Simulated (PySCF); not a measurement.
**CdSe: a base run and its variants**

Base input, run as `python input.py` with PySCF 2.14:

```python
from pyscf import gto, scf, mp

mol = gto.M(
    atom='Cd 0 0 0; Se 0 0 2.339',
    basis='def2-svp',
    ecp={'Cd': 'def2-svp'},
    charge=0,
    spin=0,
    verbose=4,
)
mf = scf.RHF(mol)
mf.kernel()
mp.MP2(mf).kernel()
mf.dip_moment()
print('orbital energies (hartree):', mf.mo_energy[..., max(0, mol.nelec[1]-3):mol.nelec[0]+3].round(4))
```

Base result: E(SCF) = -2566.352821 Eh, 11 cycles, E(MP2) − E(SCF) = -0.63688 Eh, μz(SCF) = -7.06 D. Stability towards an unrestricted solution was not tested. The bond length is a typed value, not an optimised one.

Wall time 1.5 s on one thread of a shared host.

Each row names what differs from the base; energies in brackets are changes from the base.

| change | result |
| --- | --- |
| geometry: bond 2.339 → bond 2.269 | E(SCF) = -2566.349150 Eh (+0.0999 eV), 11 cycles, E(MP2) − E(SCF) = -0.63860 Eh, μz(SCF) = -7.03 D |
| electric field along z (a.u.): none → 0.005 | E(SCF) = -2566.340312 Eh (+0.3404 eV), 11 cycles, E(MP2) − E(SCF) = -0.64084 Eh, μz(SCF) = -5.65 D |
| point-group symmetry: off → on | E(SCF) = -2566.352821 Eh (+0.0000 eV), 11 cycles, E(MP2) − E(SCF) = -0.63688 Eh, μz(SCF) = -7.06 D |
| spin-free X2C: off → on [unsound on purpose] | stops with NotImplementedError |
| geometry: bond 2.339 → bond 0 [unsound on purpose] | stops with RuntimeError (Ill geometry) |
| geometry: bond 2.339 → bond 2.058 | E(SCF) = -2566.311242 Eh (+1.1314 eV), 11 cycles, E(MP2) − E(SCF) = -0.64456 Eh, μz(SCF) = -6.65 D |
| basis set: def2-svp → ano-rcc-vdzp; core potential: on → off; spin-free X2C: off → on | E(SCF) = -8019.334652 Eh, 11 cycles, E(MP2) − E(SCF) = -0.58698 Eh, μz(SCF) = -7.42 D |
| electric field along z (a.u.): none → 0.05 [may be another electronic state] | E(SCF) = -2566.423455 Eh (-1.9220 eV), 11 cycles, E(MP2) − E(SCF) = -0.60211 Eh, μz(SCF) = 17.10 D |
| geometry: bond 2.339 → bond 2.924 | E(SCF) = -2566.273936 Eh (+2.1466 eV), 11 cycles, E(MP2) − E(SCF) = -0.61042 Eh, μz(SCF) = 3.04 D |
| frozen orbitals: 0 → 9 | E(SCF) = -2566.352821 Eh (+0.0000 eV), 11 cycles, E(MP2) − E(SCF) = -0.60060 Eh, μz(SCF) = -7.06 D |
| length unit: angstrom → bohr [unsound on purpose] | E(SCF) = -2563.935995 Eh (+65.7652 eV), 11 cycles, E(MP2) − E(SCF) = -0.67843 Eh, μz(SCF) = -1.85 D |
| density fitting: none → cc-pvdz-jkfit | stops with BasisNotFoundError (Basis set not found for Cd in cc-pvdz-jkfit) |
| functional: none (Hartree–Fock) → wb97; SCF type: RHF → RKS; step after the SCF: mp2 → analyze | E(SCF) = -2569.118967 Eh, 13 cycles, μz(SCF) = -5.78 D |
| basis set: def2-svp → tzvp-def2; core potential: on → off [unsound on purpose] | stops with BasisNotFoundError (tzvp-def2) |
| Cartesian functions: off → on | E(SCF) = -2566.355983 Eh (-0.0860 eV), 11 cycles, E(MP2) − E(SCF) = -0.68766 Eh, μz(SCF) = -7.06 D |
| functional: none (Hartree–Fock) → wb97x; SCF type: RHF → RKS; step after the SCF: mp2 → analyze | E(SCF) = -2569.012298 Eh, 12 cycles, μz(SCF) = -5.63 D |
| basis set: def2-svp → crenbl [with its own core potential] | E(SCF) = -297.301517 Eh, 10 cycles, E(MP2) − E(SCF) = -0.56603 Eh, μz(SCF) = -7.18 D |

Task: Order these changes by how far they move the SCF energy from the base, largest first: (1) electric field along z (a.u.): none → 0.005; (2) electric field along z (a.u.): none → 0.05; (3) geometry: bond 2.339 → bond 2.058; (4) geometry: bond 2.339 → bond 2.924.

Result: (4) +2.1466 eV, (2) -1.9220 eV, (3) +1.1314 eV, (1) +0.3404 eV.
